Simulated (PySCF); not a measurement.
C₃H₁₂AlAs.
Atom-mapped SMILES: `[CH3:1][CH2:2][Al@@H-:3]([CH3:4])[AsH3+:5]` (hydrogens: H6, H7, H8 on C1; H9, H10 on C2; H11 on Al3; H12, H13, H14 on C4; H15, H16, H17 on As5)

Computed, not measured: PySCF 2.14.0, PBE0-D3(BJ)/def2-SVP geometry optimisation, gas phase.

Q: Give the optimised bond lengths and angles.

A: 
```
                     bond  length (bohr)   order
                    C1–C2          2.888  single
                   C2–Al3          3.749  single
                   Al3–C4          3.738  single
                  Al3–As5          5.041  single
      C1–H6, C1–H7, C1–H8          2.085  single
                    C2–H9          2.090  single
                   C2–H10          2.093  single
                  Al3–H11          3.043  single
   C4–H12, C4–H13, C4–H14          2.085  single
As5–H15, As5–H16, As5–H17          2.858  single
```

Bonds in one row agree within 0.02 bohr and their mean is given. Orders are formal, as drawn. A selection of angles:
```
      angle  degrees
   C2–C1–H6    112.0
   C2–C1–H8    113.0
   H6–C1–H7    106.3
   H7–C1–H8    107.0
  C1–C2–Al3    116.3
   C1–C2–H9    110.4
  C1–C2–H10    109.4
  Al3–C2–H9    109.3
 Al3–C2–H10    106.3
  H9–C2–H10    104.3
  C2–Al3–C4    119.6
 C2–Al3–As5     98.6
 C2–Al3–H11    117.7
 C4–Al3–As5     97.6
 C4–Al3–H11    118.5
As5–Al3–H11     94.4
 Al3–C4–H12    110.1
 Al3–C4–H13    113.0
 H12–C4–H13    106.4
 H13–C4–H14    107.8
Al3–As5–H15    120.3
Al3–As5–H16    121.7
H15–As5–H16     97.0
```

Torsions: C1–C2–Al3–C4 -163° (antiperiplanar).

Al3 (aluminium bonded to As, 2 C and H) has angles from 94.4° to 119.6°. As5 (arsenic bonded to Al and 3 H) has angles from 96.7° to 121.7°.

Point group: C1 (no symmetry element, even within 0.4 Å). Not checked by PBE0-D3(BJ)/def2-SVP frequencies. One conformer, not necessarily the lowest.

Time: 5.3 min wall; peak memory 0.60 GiB. Hardware: one thread, Arm Neoverse N1 (aarch64), shared host with 64 logical CPUs at a one-minute load of 61. This is the geometry optimisation.
